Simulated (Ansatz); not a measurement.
`[SiH3]BCl` + `[ZnH2]` → `Cl[BH][ZnH]` + SiH₄  (formal exchange of groups at a B–Si bond)

Computed with Ansatz on PBE0-D4/def2-TZVP structures; ΔE is electronic, products minus reactants. CBS: MP2 limit from def2 TZ/QZ plus the TZ coupled-cluster correction, frozen cores. This one scheme is used for every species. Functionals use def2-TZVPP. For Zn outer-core shells are correlated without core-valence functions, which leaves a few kJ/mol of doubt a bond. Scalar relativity is left out up to krypton.

| level | ΔE (kJ/mol) |
| --- | --- |
| BLYP-D4 | 1.1 |
| B97M-V | 12.9 |

(1) What does CCSD(T)/CBS give? (An estimate is asked.)

(2) What do rigid-rotor, harmonic-oscillator terms from PBE0-D4/def2-TZVP frequencies (298.15 K, 1 bar) make of the CCSD(T)/CBS value? (Estimate.)

Largest T1 diagnostic among the species: 0.016.

Answers

(1) The calculation gave: -2.2 kJ/mol. The listed levels differ from it by 3.3, 15.1 kJ/mol.

(2) Ansatz gave: ΔZPE = +2.8 kJ/mol, ΔH = -0.1 kJ/mol, ΔS = -8 J/(mol·K), ΔG = +2.3 kJ/mol. Modes under 50 cm⁻¹ make the entropy rough.

Leaving LDA and LC-ωPBE aside and taking each functional with its dispersion term where it has one, the values, not all of them listed here, spread over 14.7 kJ/mol, from B2PLYP to B97M-V. LDA lies +4.4 kJ/mol from PBE without D4. At CCSD(T), def2-SVP lies −5.8 kJ/mol from the extrapolated value and def2-TZVPP +2.0 kJ/mol. The D4 term adds +3.0 kJ/mol with B3LYP and +1.7 kJ/mol with PBE0; it sums over pairs of atoms, weighted by their polarisabilities, and B3LYP, whose exchange is more repulsive, gets the larger term.

B3LYP here is the variant with VWN-RPA as its local correlation; programs differ in this.
